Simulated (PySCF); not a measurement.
# Bonding in `C=C=C=C(C)CO`

Species: C6H8O.
Numbering: `[CH2:1]=[C:2]=[C:3]=[C:4]([CH3:5])[CH2:6][OH:7]` (hydrogens: H8, H9 on C1; H10, H11, H12 on C5; H13, H14 on C6; H15 on O7)

Structure used (GFN2-xTB), in Å, numbered top down from 1:
```xyz
15
C6H8O angstrom
C      3.2644   -0.6429   -0.3990
C      1.9749   -0.4695   -0.2664
C      0.7339   -0.2999   -0.1494
C     -0.5605   -0.1209   -0.0044
C     -1.5517   -0.3956   -1.0915
C     -1.1282    0.4402    1.2794
O     -1.6585    1.7386    1.0996
H      3.9473   -0.4215    0.4056
H      3.6909   -1.0159   -1.3163
H     -2.2260    0.4548   -1.1897
H     -1.0556   -0.5814   -2.0406
H     -2.1523   -1.2683   -0.8311
H     -0.3606    0.4407    2.0658
H     -1.9736   -0.1712    1.6093
H     -0.9488    2.3207    0.8068
```

Bond orders from the PBE0/pcSseg-1 density (PySCF). The structure is a single GFN2-xTB conformer in the gas phase; no vibrational or solvent corrections.

Q: How far do the computed orders between heavy atoms stray from the drawn ones?

A: The largest departure is 0.456, at C3–C4 (drawn double, 1.544). Drawn double or triple, more than 0.30 short of the drawn order: C3–C4 (1.544).

Q: Set the Mayer orders of the bonds beside their lengths.

A: 
```json
{"bond": "C1–C2", "drawn as": "double", "length (Å)": "1.308", "Mayer order": "2.047"}
{"bond": "C2–C3", "drawn as": "double", "length (Å)": "1.258", "Mayer order": "1.703"}
{"bond": "C3–C4", "drawn as": "double", "length (Å)": "1.315", "Mayer order": "1.544"}
{"bond": "C4–C5", "drawn as": "single", "length (Å)": "1.497", "Mayer order": "1.090"}
{"bond": "C4–C6", "drawn as": "single", "length (Å)": "1.512", "Mayer order": "1.083"}
{"bond": "C6–O7", "drawn as": "single", "length (Å)": "1.414", "Mayer order": "0.945"}
{"bond": "C1–H8", "drawn as": "single", "length (Å)": "1.078", "Mayer order": "0.897"}
{"bond": "C1–H9", "drawn as": "single", "length (Å)": "1.078", "Mayer order": "0.901"}
{"bond": "C5–H10", "drawn as": "single", "length (Å)": "1.090", "Mayer order": "0.938"}
{"bond": "C5–H11", "drawn as": "single", "length (Å)": "1.087", "Mayer order": "0.965"}
{"bond": "C5–H12", "drawn as": "single", "length (Å)": "1.091", "Mayer order": "0.940"}
{"bond": "C6–H13", "drawn as": "single", "length (Å)": "1.099", "Mayer order": "0.952"}
{"bond": "C6–H14", "drawn as": "single", "length (Å)": "1.094", "Mayer order": "0.935"}
{"bond": "O7–H15", "drawn as": "single", "length (Å)": "0.963", "Mayer order": "0.949"}
```

By pair of heavy elements: C–C: lowest C4–C6 (1.083, 1.512 Å), highest C1–C2 (2.047, 1.308 Å); in 1 of the 10 pairs the longer bond (by over 0.003 Å) has the higher order (by 0.02 or more).

Q: Sum the orders of all bonds at each heavy atom with more than one neighbour and set the sums beside the valence in the SMILES.

A: C1 3.845 (drawn 4), C2 3.750 (drawn 4), C3 3.247 (drawn 4), C4 3.717 (drawn 4), C5 3.933 (drawn 4), C6 3.915 (drawn 4), O7 1.894 (drawn 2). Orders between atoms that aren't bonded are not in these sums.

For a closed shell the Mayer order of atoms A and B is Σ (PS)μν (PS)νμ over the basis functions μ on A and ν on B, with P the density and S the overlap matrix.
